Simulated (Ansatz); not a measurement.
```yaml
crystal:
  periodic: [false, false, false]
  atoms:
    - {symbol: C, position_ang: [1.210356, 0.934685, 0.860299]}
    - {symbol: C, position_ang: [0.369080, 0.020794, 0.219926]}
    - {symbol: S, position_ang: [0.873142, -1.631621, -0.272068]}
    - {symbol: Si, position_ang: [-1.089675, -0.859855, -0.531485]}
    - {symbol: Cl, position_ang: [-1.901772, -0.225922, -2.335201]}
    - {symbol: H, position_ang: [0.695697, 1.944744, 1.030395]}
    - {symbol: H, position_ang: [2.198090, 0.900738, 0.971380]}
    - {symbol: H, position_ang: [-2.198024, -1.270177, 0.299541]}
basis:
  gaussian: {orbitals: cc-pVDZ}
hamiltonian: {xc: {name: HF}}
correlation: {method: mp2, frozen_orbitals: {C: 0}}
```

```sh
$ ansatz run in.yaml --threads 2 --pin off --events-out ev --progress --plain --max-ram 4352MiB
```

It prints (some lines left out):

```
Functional definition: HF
Error: "frozen_orbitals" has no count for S
```

(1) What is wrong with this run?

Answers

(1) Frozen orbitals are typed for one element alone, and the program wants a count for each. The program refused the input.
